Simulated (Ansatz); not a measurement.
The same molecule with X = F, Cl, Br. Ansatz, PBE0-D4/def2-TZVP geometries, multiplicity 1.

Scalar relativity is left out up to krypton.

| X | molecule | mean X–C bond length / Å | HOMO energy (ωB97M-V/def2-TZVPP) / eV | HOMO–LUMO gap (ωB97M-V/def2-TZVPP) / eV | LUMO energy (ωB97M-V/def2-TZVPP) / eV |
| --- | --- | --- | --- | --- | --- |
| Cl | `ClC1=N[SiH2]1` | 1.709 | -9.43 | 10.05 | 0.62 |
| Br | `BrC1=N[SiH2]1` | 1.881 | -9.32 | 9.69 | 0.37 |

Q: Give the row for X = F, `FC1=N[SiH2]1`. (Estimate.)

A: Computed: 
```
X        molecule  mean X–C bond length / Å  HOMO energy (ωB97M-V/def2-TZVPP) / eV  HOMO–LUMO gap (ωB97M-V/def2-TZVPP) / eV  LUMO energy (ωB97M-V/def2-TZVPP) / eV
F  `FC1=N[SiH2]1`                     1.313                                  -9.80                                    10.48                                   0.68
```

From F to Br the mean X–C bond length rises at each step, by 0.568 Å in all; the HOMO energy (ωB97M-V/def2-TZVPP) rises at each step, by 0.48 eV in all; the HOMO–LUMO gap (ωB97M-V/def2-TZVPP) falls at each step, by 0.79 eV in all; the LUMO energy (ωB97M-V/def2-TZVPP) falls at each step, by 0.31 eV in all. Bonds lengthen as the atom grows down the group.

Spin–orbit coupling is left out; it splits and shifts lone-pair levels of the heavy atoms by tenths of an eV.
